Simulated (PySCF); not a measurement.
The same groups moved round the core (propene boryl). Gas-phase values, no solvent. One relaxed conformer stands for each flexible species; it need not be the lowest. Strings in code marks are SMILES.

Level of theory: B3LYP-D3(BJ)/def2-TZVP // PBE0-D4/def2-TZVP in PySCF 2.14.0. B3LYP has the VWN-RPA correlation part, as in Gaussian. Excitations are Tamm–Dancoff values on a coarser integration grid. The basis has no diffuse functions, so Rydberg states are missing or too high.

```csv
species,S1–T1 gap (TDA) (eV),HOMO (eV)
`BC(=C)C`,1.85,-7.71
`C(/C)=C\B`,1.80,-7.75
`B/C=C\C`,1.68,-7.70
`BCC=C`,0.24,-7.03
```
